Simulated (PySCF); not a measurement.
# In: electron affinity

In- [Kr] 4d10 5s2 5p2 (3P) → In [Kr] 4d10 5s2 5p1 (2P), as a difference of total energies. All numbers are calculated (PySCF 2.14, a scalar-relativistic core potential, in aug-cc-pwCVQZ-PP with ECP28MDF (10s10p8d6f4g1h, 169 functions)). The calculations carry no spin-orbit coupling.

```csv
method,electron affinity (eV)
UHF,0.073
PBEsol,0.539
LC-wPBE,0.414
TPSS,0.465
```

The reference lies between the lowest fine-structure levels, while these numbers refer to the centres of the terms.

In the anion the highest occupied orbital energy is positive at PBEsol, TPSS, a self-interaction effect; the basis confines that electron, and the energy difference can still be sensible.

For comparison: 0.384 eV (measured; photodetachment measurements, as compiled on the Wikipedia data page of electron affinities).
